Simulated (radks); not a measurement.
The numbers below are computed, except where a source is named.
Charge is removed step by step from the 4s1/2 level of the strontium ion Sr2+, starting from [Kr]. Code: a radial shooting solver on a logarithmic mesh with Libxc functionals. Model: Dirac Kohn-Sham, PBE, spin-unpolarised, spherical densities, point nucleus.

removed (e),E - E(0) (eV),eigenvalue (eV),E minus straight line (eV)
0,0.000,-54.706,0.000
0.25,14.136,-58.391,-1.405
0.5,29.200,-62.129,-1.882
0.75,45.205,-65.918,-1.417
1,62.163,-69.756,0.000

Removing the whole electron costs 62.163 eV by Delta-SCF, against 54.706 eV from minus the eigenvalue at the starting occupation. Slater's transition state (half an electron removed) gives 62.129 eV. Integrating minus the eigenvalue over the occupation (Janak's theorem) gives 62.163 eV. The mean slope of the eigenvalue, de/dn, is 15.0 eV per electron.
